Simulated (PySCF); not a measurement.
# Zinc: a sound run and one with changed settings

Sound run: Zn+ [Ar] 3d10 4s1, Zn(2+) [Ar] 3d10. All numbers are calculated (PySCF 2.14, a scalar-relativistic core potential, in cc-pVTZ-PP with ECP10MDF (5s5p4d2f1g, 63 functions)). In the sound run the correlated levels freeze 3s2 3p6 outside the core potential. The sound run starts from symmetry-adapted Hartree-Fock orbitals and uses a fine grid where one is needed.

A second run was set up differently.

```
species  method  sound run (hartree)  changed run (hartree)  converged
    Zn+     MP2           -226.15142             -226.53048        yes
 Zn(2+)     MP2           -225.49998             -225.87589        yes
```

Ionisation energy of Zn+:

| method | sound run (eV) | changed run (eV) |
| --- | --- | --- |
| UHF | 16.839 | 16.839 |
| MP2 | 17.727 | 17.812 |
| SCS-MP2 | 17.576 | 17.625 |

**Question.** What was changed?
A. all electrons correlated in a valence basis
B. too few SCF iterations
C. minimal basis
D. level shift left on

**Answer.** A. A valence basis has no tight correlating functions, so it recovers only part of the core correlation, and not evenly between atom and ion.
